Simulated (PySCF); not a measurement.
# Basis set benchmark on one molecule

Molecule: 4-Chloropyridine (SMILES c1c(Cl)ccnc1).

Geometry:
```csv
atom,x (Å),y (Å),z (Å)
Cl1,-0.439,2.781,0.143
C2,-0.167,1.080,0.044
C3,-1.243,0.199,-0.019
C4,-0.959,-1.164,-0.097
N5,0.272,-1.666,-0.114
C6,1.286,-0.808,-0.053
C7,1.132,0.576,0.027
H8,-2.270,0.567,-0.008
H9,-1.784,-1.884,-0.147
H10,2.295,-1.237,-0.069
H11,1.993,1.243,0.074
```

Geometry PBE0-D3(BJ)/def2-SVP throughout; GIAO in PySCF 2.14.0 with density-fitted response routines, gas phase, one conformer, non-relativistic; equivalent atoms averaged; functional PBE0.

Reference values (estimated from measurements, as parent shift plus tabulated substituent increments; solution, not stated per compound (mostly CDCl3 or CCl4); Pretsch, Buehlmann, Badertscher, Structure Determination of Organic Compounds, 4th ed. (2009)): δ(H9/H10) = 8.59 ppm, δ(H8/H11) = 7.30 ppm. Computed shifts are taken against TMS, calculated as an isolated molecule at each level.

Question: How do the basis sets STO-3G, pcSseg-0, 6-31G, 6-31G*, cc-pVDZ, def2-SVP, pcSseg-1, aug-cc-pVDZ, 6-311+G(2d,p), def2-TZVP, cc-pVTZ, IGLO-III, pcSseg-2 perform against the reference? Times are CPU seconds on shared hosts with different chips, so compare them loosely.

Answer: 
| basis set | functions | H9/H10 | H8/H11 | mean abs. error H | core-s |
| --- | --- | --- | --- | --- | --- |
| STO-3G | 43 | 8.82 | 7.25 | 0.14 | 3.6 |
| pcSseg-0 | 75 | 9.07 | 7.12 | 0.33 | 5.6 |
| 6-31G | 75 | 8.91 | 7.27 | 0.18 | 7.6 |
| 6-31G* | 110 | 8.55 | 6.95 | 0.19 | 12 |
| cc-pVDZ | 122 | 8.57 | 7.03 | 0.14 | 6.7 |
| def2-SVP | 122 | 8.36 | 6.97 | 0.28 | 6.1 |
| pcSseg-1 | 146 | 8.67 | 7.21 | 0.08 | 15 |
| aug-cc-pVDZ | 201 | 8.84 | 7.44 | 0.20 | 14 |
| 6-311+G(2d,p) | 221 | 8.78 | 7.41 | 0.15 | 30 |
| def2-TZVP | 247 | 8.76 | 7.37 | 0.12 | 20 |
| cc-pVTZ | 270 | 8.71 | 7.35 | 0.09 | 22 |
| IGLO-III | 294 | 8.74 | 7.38 | 0.12 | 22 |
| pcSseg-2 | 315 | 8.75 | 7.39 | 0.12 | 44 |

For ¹H the closest is pcSseg-1 (0.08 ppm, with cc-pVTZ practically level) and the furthest pcSseg-0 (0.33 ppm). Where a smaller basis beats a larger one, errors probably cancel; the largest sets show where the functional converges. One molecule is a small sample, and vibrational and solvent effects are absent from the calculation.

A small basis that lands close on one nucleus may do so by chance; judge by the trend and by all nuclei.
